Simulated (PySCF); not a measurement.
A side-by-side comparison of computed properties.

First species: C2H7O2P.
Atom-mapped SMILES: `[CH3:1][P:2]([CH3:3])(=[O:4])[OH:5]` (hydrogens: H6, H7, H8 on C1; H9, H10, H11 on C3; H12 on O5)

Geometry (GFN2-xTB, Å), atoms numbered from 1 in this order:
```xyz
12
C2H7O2P angstrom
C      1.028   -0.028   -1.184
P      0.264    0.249    0.454
C     -1.180   -0.871    0.543
O      1.178    0.202    1.602
O     -0.407    1.714    0.307
H      0.303    0.141   -1.974
H      1.859    0.665   -1.290
H      1.404   -1.045   -1.231
H     -1.675   -0.708    1.497
H     -1.868   -0.670   -0.271
H     -0.834   -1.899    0.496
H     -0.071    2.250    1.026
```

Second species: C6H12OS.
SMILES: `CCC[C@@H]1CC[S@]1=O`

Levels: PBE0/pcSseg-1 for dipole moment, HOMO energy, LUMO energy and HOMO–LUMO gap; GFN2-xTB for rotational constant A and rotational constant C. Geometries: GFN2-xTB. Each species is one conformer at its optimised geometry, gas phase, non-relativistic unless stated; the electronic structure was computed with PySCF and density fitting.

Dipoles, sizes and rotational constants follow the conformer. The torsions of the flexible species, by atom-mapped SMILES:
- `[CH3:1][P:2]([CH3:3])(=[O:4])[OH:5]`: H–O5–P2–C1 -126°
- `[CH3:1][CH2:2][CH2:3][C@@H:4]1[CH2:5][CH2:6][S@:7]1=[O:8]`: C1–C2–C3–C4 -178°, C2–C3–C4–C5 -72°

Values for the first species:

```
Dipole moment         : 2.67 D
HOMO energy           : -7.84 eV
LUMO energy           : 1.04 eV
HOMO–LUMO gap         : 8.88 eV
Rotational constant A : 4.074 GHz
Rotational constant C : 3.641 GHz
```

Question: Estimate the same properties for the second species, and the change in each.

Answer: 
```csv
property,first,second,second less first
dipole moment,2.67 D,4.05 D,+1.38 D
HOMO energy,-7.84 eV,-6.42 eV,+1.42 eV
LUMO energy,1.04 eV,0.38 eV,-0.66 eV
HOMO–LUMO gap,8.88 eV,6.80 eV,-2.08 eV
rotational constant A,4.074 GHz,3.705 GHz,-0.369 GHz
rotational constant C,3.641 GHz,0.753 GHz,-2.888 GHz
```

On the first: In atomic units the dipole is 1.05 e·bohr (1 au = 2.5417 D).

On the second: In atomic units the dipole is 1.59 e·bohr (1 au = 2.5417 D).
